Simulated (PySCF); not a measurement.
NMR parameters of MoO2Cl2

MoO2Cl2, Cl2MoO2, point group C2v.

Bonds: Mo1-O2 1.660 Å, Mo1-O3 1.660 Å, Mo1-Cl4 2.257 Å, Mo1-Cl5 2.255 Å.

GIAO calculations in PySCF 2.14.0 with density-fitted response routines on the PBE0-D3(BJ)/def2-SVP structure: isolated species, scalar relativity only through the core potential, equivalent atoms averaged; basis pcSseg-1 (def2-TZVP on Mo).

**Question.** Give the isotropic shieldings (ppm) with KT2, PBE0.

**Answer.** 
```json
{"atoms": "Cl4/Cl5", "environment": "chlorine bonded to Mo", "KT2": "478", "PBE0": "512"}
{"atoms": "O2/O3", "environment": "oxygen bonded to Mo", "KT2": "-661.6", "PBE0": "-787.0"}
{"atoms": "HOMO–LUMO gap (eV)", "environment": "–", "KT2": "3.88", "PBE0": "6.13"}
```

**Question.** And the chemical shifts, against references computed in the same way?

**Answer.** 
```json
{"atoms": "Cl4/Cl5", "nucleus, reference": "³⁵Cl, HCl", "KT2": "465", "PBE0": "432"}
{"atoms": "O2/O3", "nucleus, reference": "¹⁷O, H2O", "KT2": "992.3", "PBE0": "1121.6"}
```

**Question.** Which part of the shielding of Cl4/Cl5 depends on the functional?

**Answer.** Diamagnetic: KT2 1150, PBE0 1148 ppm; paramagnetic: KT2 -672, PBE0 -636 ppm. The diamagnetic part, set mainly by inner electrons, hardly moves; the paramagnetic part goes with low-lying magnetically allowed excitations and carries the spread.

Mo is described by an effective core potential, so it has no shielding of its own here; spin–orbit effects on the atoms bonded to it, which can be large, are absent, and the values of these neighbours are rough. Unscaled 17O shifts of doubly bonded oxygen tend to come out too high, by tens of ppm or more. Experimental scales use liquid or dissolved standards, which lie at an offset from isolated H2O (liquid H2O: subtract about 36 ppm).
